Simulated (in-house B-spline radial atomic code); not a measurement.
A radial electron density 4πr²n(r) was computed for an atom or ion in its tabulated ground configuration with an all-electron radial atomic-structure program (B-spline basis); method: Dirac-Hartree-Fock, average of configuration. Columns: r (bohr), 4πr²n(r) (electrons per bohr), bar.

```
0.000906    2.056 #
 0.00109    2.823 #
 0.00132    3.904 ##
 0.00158    5.265 ##
 0.00191    7.175 ###
  0.0023    9.642 ####
 0.00277    12.85 ######
 0.00334    16.96 ########
 0.00402    22.04 ##########
 0.00485     28.3 #############
 0.00584    35.56 ################
 0.00703     43.7 ####################
 0.00847    52.34 ########################
  0.0102    60.71 ############################
  0.0123    67.94 ###############################
  0.0148    72.84 ##################################
  0.0178    74.65 ###################################
  0.0215    73.19 ##################################
  0.0259    69.48 ################################
  0.0312    65.91 ###############################
  0.0376    65.55 ##############################
  0.0453    70.64 #################################
  0.0546    80.58 #####################################
  0.0657    90.79 ##########################################
  0.0792    94.93 ############################################
  0.0954    88.95 #########################################
   0.115    76.18 ###################################
   0.138     66.7 ###############################
   0.167    68.05 ################################
   0.201    76.72 ####################################
   0.242    78.94 #####################################
   0.292     65.2 ##############################
   0.351    42.63 ####################
   0.423    25.43 ############
    0.51    19.52 #########
   0.614    17.44 ########
    0.74     12.2 ######
   0.892    5.572 ###
    1.07    1.598 #
    1.29   0.2493 
    1.56  0.01885 
    1.88 0.0006676 
    2.26 9.922e-06
```

Question: Which atom or ion is it?
A. La21+
B. Ba22+
C. Ba21+
D. Cs21+

Answer: C. The area under the curve, ∫4πr²n dr = ∫r·4πr²n d(ln r) on this logarithmic grid, is 35 electrons, which only this option has. The configuration is [Ar] 3d10 4s2 4p5.
